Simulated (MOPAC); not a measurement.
MOPAC input (PM7):

```
PM7 FORCE THERMO(298,298) PRECISE LET UHF MS=0.5 GEO-OK AUX(PRECISION=9) THREADS=1
C4H5SSi

Si   -2.19894114 1   -0.30535634 1   -0.03695732 1
C    -0.42075093 1   -0.20166100 1   -0.11664026 1
C     0.44211104 1   -0.96481615 1   -0.78386721 1
C     1.83347280 1   -0.76429812 1   -0.75593037 1
C     2.09421535 1    0.31107816 1    0.04995831 1
S     0.61242278 1    0.98799593 1    0.70705481 1
H    -2.67025499 1   -1.43841900 1   -0.82091773 1
H    -2.81499934 1    0.90575704 1   -0.56434686 1
H    -2.65044058 1   -0.47891021 1    1.33794935 1
H     2.55047097 1   -1.36799345 1   -1.28700718 1
H     3.05403890 1    0.73292535 1    0.28808581 1
```

Output:

```
 *******************************************************************************
 **                                                                           **
 **                              MOPAC v23.2.5                                **
 **                                                                           **
 *******************************************************************************
 ** MOPAC's Digital Object Identifier: https://doi.org/10.5281/zenodo.6511958 **
 **                                                                           **
 ** Please cite the open-source release paper for use of this MOPAC version:  **
 ** J. E. Moussa and J. J. P. Stewart (2026)                                  **
 ** MOPAC: An open-source semiempirical molecular orbital program             **
 ** J. Open Source Softw., 11(119), 8025, https://doi.org/10.21105/joss.08025 **
 *******************************************************************************

                              PM7 CALCULATION RESULTS

 *******************************************************************************
 *  PM7        - The PM7 Hamiltonian to be used
 *  GEO-OK     - OVERRIDE INTERATOMIC DISTANCE AND OTHER SAFETY CHECKS
 *  UHF        - UNRESTRICTED HARTREE-FOCK CALCULATION
 *  MS=        - IN MECI, MAGNETIC COMPONENT OF SPIN =  0.5
 *  LET        - OVERRIDE SOME SAFETY CHECKS
 *  PRECISE    - TIGHTER CRITERIA TO BE USED
 *  FORCE      - FORCE CALCULATION SPECIFIED
 *  AUX        - OUTPUT AUXILIARY INFORMATION
 *  THERMO     - THERMODYNAMIC QUANTITIES TO BE CALCULATED
 *******************************************************************************
PM7 FORCE THERMO(298,298) PRECISE LET UHF MS=0.5 GEO-OK AUX(PRECISION=9) THREADS=1
 C4H5SSi

   ATOM   CHEMICAL          X               Y               Z
  NUMBER   SYMBOL      (ANGSTROMS)     (ANGSTROMS)     (ANGSTROMS)

     1      Si         -2.19894114  *  -0.30535634  *  -0.03695732  *
     2       C         -0.42075093  *  -0.20166100  *  -0.11664026  *
     3       C          0.44211104  *  -0.96481615  *  -0.78386721  *
     4       C          1.83347280  *  -0.76429812  *  -0.75593037  *
     5       C          2.09421535  *   0.31107816  *   0.04995831  *
     6       S          0.61242278  *   0.98799593  *   0.70705481  *
     7       H         -2.67025499  *  -1.43841900  *  -0.82091773  *
     8       H         -2.81499934  *   0.90575704  *  -0.56434686  *
     9       H         -2.65044058  *  -0.47891021  *   1.33794935  *
    10       H          2.55047097  *  -1.36799345  *  -1.28700718  *
    11       H          3.05403890  *   0.73292535  *   0.28808581  *

          CARTESIAN COORDINATES

    NO.       ATOM           X           Y           Z

     1        Si         -2.1989     -0.3054     -0.0370
     2         C         -0.4208     -0.2017     -0.1166
     3         C          0.4421     -0.9648     -0.7839
     4         C          1.8335     -0.7643     -0.7559
     5         C          2.0942      0.3111      0.0500
     6         S          0.6124      0.9880      0.7071
     7         H         -2.6703     -1.4384     -0.8209
     8         H         -2.8150      0.9058     -0.5643
     9         H         -2.6504     -0.4789      1.3379
    10         H          2.5505     -1.3680     -1.2870
    11         H          3.0540      0.7329      0.2881

[...]
 VIBRATION         23    9A"          ATOM PAIR      ENERGY CONTRIBUTION    RADIAL
 FREQUENCY          2290.10         Si 1 -- H  9         +49.8% ( 71.3%)     97.8%
 TRANSITION DIPOLE   0.2166         Si 1 -- H  8         +49.6% ( 71.1%)     98.9%
 TRAVEL (Ang.)       0.2402         Si 1 -- S  6          +0.2% (  4.7%)      0.0%
 REDUCED MASS        0.5104         Si 1 -- C  2          +0.2% (  4.7%)      0.0%
 EFFECTIVE MASS      1.4045
 FORCE CONSTANT      1.5770

 VIBRATION         24   15A'          ATOM PAIR      ENERGY CONTRIBUTION    RADIAL
 FREQUENCY          2295.81         Si 1 -- H  8         +39.9% ( 63.5%)     95.7%
 TRANSITION DIPOLE   0.1829         Si 1 -- H  9         +39.8% ( 63.4%)     97.5%
 TRAVEL (Ang.)       0.2796         Si 1 -- H  7         +19.9% ( 44.8%)     96.9%
 REDUCED MASS        0.3758         Si 1 -- S  6          +0.2% (  4.3%)      3.1%
 EFFECTIVE MASS      1.3406
 FORCE CONSTANT      1.1670

 VIBRATION         25   16A'          ATOM PAIR      ENERGY CONTRIBUTION    RADIAL
 FREQUENCY          2307.08         Si 1 -- H  7         +81.0% ( 89.4%)     99.7%
 TRANSITION DIPOLE   0.1385         Si 1 -- H  8          +9.4% ( 30.5%)     86.0%
 TRAVEL (Ang.)       0.2117         Si 1 -- H  9          +9.4% ( 30.4%)     83.8%
 REDUCED MASS        0.6519         Si 1 -- S  6          +0.1% (  3.2%)     88.7%
 EFFECTIVE MASS      1.1867
 FORCE CONSTANT      2.0442

 VIBRATION         26   17A'          ATOM PAIR      ENERGY CONTRIBUTION    RADIAL
 FREQUENCY          2746.53         C  5 -- H 11         +94.3% ( 99.0%)     99.9%
 TRANSITION DIPOLE   1.0685         C  4 -- H 10          +1.9% ( 13.9%)     99.3%
 TRAVEL (Ang.)       0.1656         C  3 -- C  5          +1.3% ( 11.7%)     95.3%
 REDUCED MASS        0.8948         C  5 -- S  6          +1.3% ( 11.6%)     18.4%
 EFFECTIVE MASS      1.4351
 FORCE CONSTANT      3.9771

 VIBRATION         27   18A'          ATOM PAIR      ENERGY CONTRIBUTION    RADIAL
 FREQUENCY          2781.75         C  4 -- H 10         +94.1% ( 99.0%)    100.0%
 TRANSITION DIPOLE   1.1736         C  5 -- H 11          +1.8% ( 13.6%)     99.8%
 TRAVEL (Ang.)       0.1646         C  4 -- C  5          +1.4% ( 12.2%)     53.1%
 REDUCED MASS        0.8951         C  4 -- S  6          +1.3% ( 11.8%)     94.8%
 EFFECTIVE MASS      1.4443
 FORCE CONSTANT      4.0809

      SYMMETRY NUMBER FOR POINT-GROUP Cs  =  1

          SYSTEM IS A GROUND STATE

 C4H5SSi

          MOLECULE IS NOT LINEAR

          THERE ARE 27 GENUINE VIBRATIONS IN THIS SYSTEM
          THIS THERMODYNAMICS CALCULATION IS LIMITED TO
          MOLECULES WHICH HAVE NO INTERNAL ROTATIONS

                    CALCULATED THERMODYNAMIC PROPERTIES
                                          *
   TEMP. (K)   PARTITION FUNCTION   H.O.F.    ENTHALPY  HEAT CAPACITY ENTROPY
                                   KCAL/MOL   CAL/MOLE    CAL/K/MOL  CAL/K/MOL

 298.00  VIB.     0.9650D+01                  2275.3867    18.0837    12.1404
         ROT.     0.2402D+06                   888.2803     2.9808    27.6011
         INT.     0.2318D+07                  3163.6670    21.0646    39.7415
         TRA.     0.1165D+28                  1480.4672     4.9680    40.0861
         TOT.                       75.302    4644.1342    26.0326    79.8276

   *: NOTE: HEATS OF FORMATION ARE RELATIVE TO THE
            ELEMENTS IN THEIR STANDARD STATE AT 298K
              (=  Standard Enthalpy of Formation).

            Hvib:  Zero-point energy is not included.
                   frequencies of less than zero cm-1 are not included.
            Hrot = (3/2)RT
            Htra = (3/2)RT + pV = (5/2)RT

            Heat capacity is Cp, not Cv

          For more information, see: HTTP://OpenMOPAC.net/Manual/thermochemistry.html

           FORCE CONSTANT IN CARTESIAN COORDINATES (Millidynes/A)

    ATOM   CHEMICAL       X               Y               Z
   NUMBER   SYMBOL  FORCE CONSTANT  FORCE CONSTANT  FORCE CONSTANT

      1      Si        4.754395        4.803766        4.672704
      2       C        9.503936        6.373476        1.440862
      3       C       10.586929        7.648234        1.093419
      4       C        9.665776       11.295989        2.199945
      5       C        7.004083       10.060844        1.773632
      6       S        3.301236        3.852604        0.444705
      7       H        0.626950        2.722971        0.254161
      8       H        0.675159        0.884752        2.082151
      9       H        0.673423        0.887515        2.081123
     10       H        2.280589        2.810495        0.371295
     11       H        3.504269        1.420006        0.359676

 **********************
 *                    *
 * JOB ENDED NORMALLY *
 *                    *
 **********************

 == MOPAC DONE ==
```
